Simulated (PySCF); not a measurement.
AlH, charge +1, multiplicity 2. Atoms are numbered in the order given.

```xyz
2

Al     0.0000     0.0000    -0.1160
H      0.0000     0.0000     1.5074
```
Charge +1, spin multiplicity 2.

The structure is a stationary point at B3LYP-D3(BJ)/def2-TZVPD. The multiplicity is an assumed one; other spin states were not compared.

These are B3LYP-D3(BJ)/def2-TZVPD run with PySCF values and carry that method's errors.

Frequencies are harmonic and unscaled.

Computed normal modes with their intensities:
| mode | ν (cm⁻¹) | IR (km/mol) | moving atoms (share of kinetic energy) |
|---|---|---|---|
| 1 | 1612 | 23.0 | H 96 % |
